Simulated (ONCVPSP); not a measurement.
# u(r) = r·R(r): atom against pseudo-atom (cobalt)

Columns: radius, all-electron u(r) and pseudo u(r) of the 3d shell (level -4.24 eV) of cobalt in the configuration [Ne] 3s2 3p6 3d8 4s1; PBE, scalar-relativistic, ONCV scheme, ONCVPSP 4.0.1.

| r (bohr) | all-electron | pseudo |
| --- | --- | --- |
| 0.068 | 0.0314 | 0.0097 |
| 0.135 | 0.1465 | 0.0684 |
| 0.202 | 0.3088 | 0.1972 |
| 0.270 | 0.4773 | 0.3826 |
| 0.338 | 0.6242 | 0.5802 |
| 0.405 | 0.7380 | 0.7441 |
| 0.473 | 0.8212 | 0.8553 |
| 0.540 | 0.8740 | 0.9108 |
| 0.608 | 0.9025 | 0.9281 |
| 0.675 | 0.9110 | 0.9237 |
| 0.742 | 0.9051 | 0.9094 |
| 0.810 | 0.8884 | 0.8892 |
| 0.878 | 0.8645 | 0.8644 |
| 0.945 | 0.8362 | 0.8361 |
| 1.013 | 0.8048 | 0.8047 |
| 1.080 | 0.7724 | 0.7723 |
| 1.148 | 0.7390 | 0.7389 |
| 1.215 | 0.7063 | 0.7063 |
| 1.283 | 0.6738 | 0.6737 |
| 1.350 | 0.6428 | 0.6427 |
| 1.418 | 0.6124 | 0.6123 |
| 1.485 | 0.5837 | 0.5836 |
| 1.553 | 0.5559 | 0.5558 |
| 1.620 | 0.5298 | 0.5297 |
| 1.688 | 0.5046 | 0.5045 |
| 1.755 | 0.4811 | 0.4810 |

Question: How many radial nodes do the two functions have?

Answer: The all-electron 3d function has n − l − 1 = 0; the pseudo-wave has 0.

Question: At about which radius was the pseudo-wave matched?

Answer: 0.95 bohr. The columns agree to 0.0005 from 0.88 bohr on; several derivatives are matched, so the curves merge somewhat inside the radius.

Question: Where does each function peak?

Answer: Outermost all-electron maximum near 0.68 bohr, pseudo maximum near 0.61 bohr (to the table’s step).

Question: Is the pseudo-wave norm-conserving?

Answer: Yes: the ONCV scheme keeps the norm inside the radius equal to the all-electron one, which fixes the energy derivative of the logarithmic derivative at the level.
